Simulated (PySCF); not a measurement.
# Dipole response of Bi²⁺ (bismuth, charge +2)

[Xe] 4f14 5d10 6s2 6p1, 2P determinant. All numbers are calculated (PySCF 2.14, a scalar-relativistic core potential, in aug-cc-pVQZ-PP with ECP60MDF (7s7p5d3f2g, 92 functions)). Coupled (time-dependent) response in atomic units; α is the mean over directions.

| method | mean α (bohr³) | α xx, yy, zz | C₆ (like pair) | S(−4) |
| --- | --- | --- | --- | --- |
| B3LYP | 15.99 | 14.99, 17.97, 14.99 | 115.9 | 65.42 |

S(−4) is the Cauchy moment in α(ω) = α(0) + S(−4) ω² + …

Spin-orbit coupling is absent.

α(iu) at B3LYP:

```tsv
u (hartree)	α(iu) (bohr³)
0	15.99
0.0500	15.82
0.100	15.36
0.200	13.83
0.300	11.99
0.500	8.793
0.750	6.232
1.00	4.710
1.50	3.059
2.00	2.184
3.00	1.278
5.00	0.5777
```

A single London oscillator, α(iu) = α/(1 + u²/ω²), gives C₆ = (3/4) ω α². Matching the computed C₆ needs ω = 4 × 115.9 / (3 × 15.99²) = 0.604 hartree.

For an ion, C₆ is the dispersion term alone; charge-induced terms of lower order in 1/R come first.

The components differ because the open shell of this determinant is not spherical; for a pure term their mean is the scalar polarisability.

Energies and moments cover only the electrons outside the core potential. Spin-orbit coupling, absent here, splits the open shell strongly.
